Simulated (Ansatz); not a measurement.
Ti₅O₁₇H₁₄, a hydroxylated oxide cluster, relaxed as a singlet with RKS PBE-D4/def2-SVP in Ansatz, starting from the GFN1-xTB geometry. Force threshold 0.03 eV/Å.

Single mean-field runs in def2-SVP are fitted with def2-universal-jkfit. The relaxation made no stability test and no search for a lower SCF solution.

Start:

Cartesian coordinates in Å:
```
Ti -2.7217 0.7558 1.1330
Ti -0.0290 -1.1816 0.9089
Ti -0.1469 1.4280 2.9314
Ti 0.0411 1.3951 -1.8354
Ti 1.9246 -1.9164 -1.4246
O 0.1096 2.8817 -2.6965
O 0.1419 1.6044 -0.1485
O -1.4337 0.5757 -2.1737
O -3.1037 1.7153 -0.2502
O -4.1354 0.1750 1.9144
O 3.4909 -1.2074 -1.6886
O 1.3128 0.2997 -2.3811
O 1.7515 -0.8615 0.3150
O 1.5014 -2.4106 -3.0610
O -0.0396 -1.8164 -1.0028
O -1.7165 1.6864 2.2063
O 0.9330 2.6329 2.3254
O -1.6746 -0.5280 0.6395
O -0.2063 1.4584 4.6454
O 2.1911 -3.4052 -0.5453
O 0.2978 -0.1081 2.3032
O -0.0189 -2.8100 1.5136
H 0.1223 3.7460 -3.1003
H -0.2471 1.4964 0.7325
H -2.0768 0.1894 -1.5671
H -2.8805 2.1933 -1.0479
H -4.8556 -0.2213 2.3979
H 3.8375 -0.3554 -1.9490
H 1.4247 -0.2264 -3.1808
H 2.3471 -0.1986 0.6720
H 0.8558 -3.0558 -3.3524
H -0.5631 -1.2980 -1.6242
H 1.2488 2.9793 1.4908
H -0.2393 1.3357 5.5904
H 2.4007 -3.4027 0.3916
H 0.1559 -3.5449 0.9182
```

```tsv
step	energy (eV)	largest force component (eV/Å)	SCF passes
1	-150529.6059	2.215	34
2	-150531.3853	0.974	24
3	-150531.7219	0.395	24
4	-150531.8452	0.404	23
5	-150531.9740	0.665	24
6	-150532.1599	0.389	28
7	-150532.3228	1.465	30
8	-150532.5686	0.511	29
9	-150532.6696	0.500	31
10	-150532.7313	1.271	30
11	-150532.7814	1.059	23
12	-150532.8146	0.415	24
13	-150532.8429	0.185	23
14	-150532.8542	0.511	24
15	-150532.8704	0.243	24
16	-150532.8719	0.249	29
17	-150532.8891	0.167	23
18	-150532.8920	0.082	24
19	-150532.8938	0.032	23
20	-150532.8949	0.057	24
21	-150532.8953	0.048	24
22	-150532.8957	0.022	24
```

Force components are those of the run's own axes.

End:

```xyz
36

Ti   -2.730    0.703    1.053
Ti   -0.317   -1.553    1.041
Ti    0.068    1.158    2.794
Ti    0.182    1.570   -1.981
Ti    1.880   -1.790   -1.150
O    -0.060    2.774   -3.299
O     0.345    2.418   -0.389
O    -1.230    0.440   -1.938
O    -3.262    1.367   -0.601
O    -4.096    0.671    2.217
O     3.540   -1.112   -1.120
O     1.630    0.497   -2.288
O     1.349   -0.708    0.496
O     1.650   -1.998   -2.997
O    -0.164   -1.848   -0.958
O    -1.325    1.728    1.686
O     1.630    1.566    1.898
O    -2.084   -0.920    0.807
O     0.017    1.772    4.488
O     2.039   -3.453   -0.370
O    -0.091   -0.597    2.679
O    -0.052   -3.259    1.435
H     0.061    3.738   -3.257
H    -0.380    2.393    0.298
H    -2.147    0.749   -1.653
H    -4.121    1.765   -0.829
H    -4.510   -0.097    2.649
H     3.729   -0.176   -1.319
H     1.652   -0.201   -3.005
H     1.800   -0.031    1.075
H     0.811   -2.435   -3.241
H    -0.678   -1.116   -1.409
H     1.486    2.022    1.026
H    -0.198    1.307    5.316
H     2.911   -3.698   -0.006
H     0.666   -3.644    0.854
```

By distances, no bond broke or formed. The bond that changes most is Ti1–O9, from 1.73 to 1.86 Å (atoms count from 1). A close non-bonded pair moves further: O17–H30, from 3.57 to 1.80 Å.

No frequencies were taken in this run, so the end may be a saddle point.

Run time 93 s (2 threads of AMD EPYC 7R13 on a shared host and a share (18 GiB) of an NVIDIA H100 80GB HBM3).
